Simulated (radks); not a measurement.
Ionisation of neutral barium, [Xe] 6s2, to [Xe] 6s1 as the strength of local exchange is varied. All-electron calculation, scalar-relativistic Kohn-Sham, Slater X-alpha exchange (alpha = 2/3 is LDA exchange), no correlation, spin-polarised, spherical densities, point nucleus. Program: a radial shooting solver on a logarithmic mesh with Libxc functionals.

| alpha | E(Ba) (hartree) | exchange (hartree) | IE (eV) | -e of the level emptied (eV) | <r> of it (bohr) |
|---|---|---|---|---|---|
| 0.667 | -8124.0222 | -185.8214 | 4.396 | 2.582 (6s) | 4.878 |
| 0.69 | -8130.4508 | -192.3709 | 4.485 | 2.674 (6s) | 4.840 |
| 0.897 | -8188.5215 | -251.7404 | 5.326 | 3.554 (6s) | 4.527 |
| 0.969 | -8208.8101 | -272.5696 | 5.635 | 3.883 (6s) | 4.430 |
| x | -8160.9812 | -223.5379 | 4.919 | 3.125 (6s) | 4.669 |

Which alpha was used in the last row?

Answer. alpha = 0.799. NIST Atomic Spectra Database: 5.212 eV (measured). The Delta-SCF value meets it near alpha = 0.87.
